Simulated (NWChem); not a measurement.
# Correlation energy of NS

SMILES: [N]=S
```xyz
2

N      0.0000     0.0000     1.0445
S      0.0000     0.0000    -0.4570
```
Charge 0, spin multiplicity 2.

Everything below was run with NWChem. The geometry was optimised at UPBE0/def2-SVP, a minimum by its harmonic frequencies.

Basis set: def2-TZVP. Each correlation energy counts from its own Hartree-Fock reference.

The correlated methods keep 6 core orbitals frozen. The structure started from a generated list of species. The unpaired electrons of the parent sit in orbitals of symmetry b1 (C2v labels of the run); other states weren't searched. No SCF solution was tested for a lower state. Open-shell Hartree-Fock references start from PBE0 orbitals. Coupled-cluster values serve here as a point of comparison, not as the truth.

### Question
Order these methods by the correlation energy they give, lowest first: CCSD[T] on ROHF, CCSD on ROHF, CCSD(T) on ROHF.

### Answer
CCSD[T] on ROHF (-394.0 mHa), CCSD(T) on ROHF (-392.4 mHa), CCSD on ROHF (-369.7 mHa)
